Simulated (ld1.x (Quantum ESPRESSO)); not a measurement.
**fluorine (F) TM: all-electron and pseudo phase curves**

```json
{"Element": "F", "Generator": "ld1.x (Quantum ESPRESSO) 7.5", "Type": "norm-conserving Troullier–Martins (Kleinman–Bylander form)", "Functional": "LDA (PZ)", "Relativity": "scalar-relativistic", "Frozen core": "[He]", "Valence charge": "7", "Reference configuration": "2s2 2p2 (charge +3)", "Partial waves": "2p (bound): rc 1.45 bohr; 2s (bound): rc 0.45 bohr", "Local potential": "the s channel", "Core correction": "none"}
```

The phase is arctan(r·u′/u) with u = r·R(r), unwrapped; energies in Ry, scanned from -9 to 5 Ry. A pole is an energy at which the radial function vanishes at the test radius. The pseudo phase is shifted by a multiple of π to meet the all-electron one at the reference energy, and phase errors are pseudo minus all-electron; the curves can meet again beyond the range given. Levels narrower than the energy grid can be missing from the lists of poles.

```tsv
channel	radius (bohr)	reference energy (Ry)	poles, all-electron	poles, pseudo	unbroken range about the reference energy with phases within 0.05 rad	phase error 1 Ry above the reference energy (rad)
s	1.60	-6.67	-5.99	-5.99	below 0.1	-0.000
p	1.60	-5.35	-4.77	-4.77	below -0.8	+0.002
```

Phases in the s channel:

```tsv
E (Ry)	all-electron	pseudo
-9.00	1.202	1.201
-8.52	1.142	1.142
-8.04	1.030	1.030
-7.56	0.741	0.740
-7.08	-0.357	-0.358
-6.60	-1.288	-1.288
-6.12	-1.535	-1.535
-5.64	-1.640	-1.641
-5.16	-1.703	-1.704
-4.68	-1.749	-1.750
-4.20	-1.788	-1.789
-3.72	-1.825	-1.826
-3.24	-1.862	-1.864
-2.76	-1.903	-1.906
-2.28	-1.951	-1.955
-1.80	-2.009	-2.016
-1.32	-2.083	-2.094
-0.84	-2.184	-2.201
-0.36	-2.327	-2.357
0.12	-2.539	-2.590
0.60	-2.851	-2.934
1.08	-3.253	-3.359
1.56	-3.647	-3.744
2.04	-3.942	-4.018
2.52	-4.141	-4.199
3.00	-4.276	-4.321
3.48	-4.370	-4.407
3.96	-4.439	-4.470
4.44	-4.491	-4.519
4.92	-4.533	-4.559
```
